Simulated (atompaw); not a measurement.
# Which change was made? (O, PAW (atompaw))

* Element: oxygen (O)
* Generator: atompaw 4.2.0.5
* Type: PAW
* Functional: PBE
* Relativity: scalar-relativistic
* Frozen core: [He]
* Valence charge: 6
* Reference configuration: 2s2 2p4
* Partial waves: 2s (bound): rc 2.05 bohr; 2s channel at -0.55 Ry: rc 2.05 bohr; 2p (bound): rc 2.05 bohr; 2p channel at 4.25 Ry: rc 2.05 bohr; 3d channel at 0.4 Ry: rc 2.05 bohr; 3d channel at 1.9 Ry: rc 1.95 bohr
* Local potential: bessel scheme, radius 1.70 bohr
* Core correction: smooth core density matched at 1.30 bohr
* Augmentation charge: besselshape compensation charge, radius 2.00 bohr; PAW radius 2.05 bohr; waves and projectors: custom polynom vanderbiltortho

Cutoffs, loose and tight: the cutoffs (Ry, on a coarse ladder) from which the occupation-weighted sum of valence levels, in a spherical-Bessel basis at the reference potential, stays within 10 and 1 mRy of its value at 400 Ry. They see the waves, projectors and local potential, not the compensation charge or the core.

The base gives: outcome: generated; cutoff, loose: 15 Ry; cutoff, tight: 30 Ry; bound ghosts: none.

Task: After one change the result is: outcome: generated; cutoff, loose: 30 Ry; cutoff, tight: 55 Ry; bound ghosts: none. Which change was it?
A. all radii scaled by about 0.89 (s 1.82, p 1.82, d 1.82 bohr); local potential bessel scheme, radius 1.50 bohr; augmentation besselshape compensation charge, radius 1.76 bohr; PAW radius 1.82 bohr; waves and projectors: custom polynom vanderbiltortho; core correction smooth core density matched at 1.14 bohr
B. all radii scaled by about 1.31 (s 2.68, p 2.68, d 2.68 bohr); local potential bessel scheme, radius 2.22 bohr; augmentation besselshape compensation charge, radius 2.60 bohr; PAW radius 2.68 bohr; waves and projectors: custom polynom vanderbiltortho; core correction smooth core density matched at 1.70 bohr
C. all radii scaled by about 1.13 (s 2.32, p 2.32, d 2.32 bohr); local potential bessel scheme, radius 1.92 bohr; augmentation besselshape compensation charge, radius 2.26 bohr; PAW radius 2.32 bohr; waves and projectors: custom polynom vanderbiltortho; core correction smooth core density matched at 1.46 bohr
D. all radii scaled by about 0.73 (s 1.50, p 1.50, d 1.50 bohr); local potential bessel scheme, radius 1.24 bohr; augmentation besselshape compensation charge, radius 1.46 bohr; PAW radius 1.50 bohr; waves and projectors: custom polynom vanderbiltortho; core correction smooth core density matched at 0.96 bohr

Result: D. The others give: all radii scaled by about 0.89 (s 1.82, p 1.82, d 1.82 bohr); local potential bessel scheme, radius 1.50 bohr; augmentation besselshape compensation charge, radius 1.76 bohr; PAW radius 1.82 bohr; waves and projectors: custom polynom vanderbiltortho; core correction smooth core density matched at 1.14 bohr → outcome: generated; cutoff, loose: 21 Ry; cutoff, tight: 35 Ry; bound ghosts: none | all radii scaled by about 1.31 (s 2.68, p 2.68, d 2.68 bohr); local potential bessel scheme, radius 2.22 bohr; augmentation besselshape compensation charge, radius 2.60 bohr; PAW radius 2.68 bohr; waves and projectors: custom polynom vanderbiltortho; core correction smooth core density matched at 1.70 bohr → outcome: generated; cutoff, loose: 10 Ry; cutoff, tight: 15 Ry; bound ghosts: none | all radii scaled by about 1.13 (s 2.32, p 2.32, d 2.32 bohr); local potential bessel scheme, radius 1.92 bohr; augmentation besselshape compensation charge, radius 2.26 bohr; PAW radius 2.32 bohr; waves and projectors: custom polynom vanderbiltortho; core correction smooth core density matched at 1.46 bohr → outcome: generated; cutoff, loose: 12 Ry; cutoff, tight: 25 Ry; bound ghosts: none.
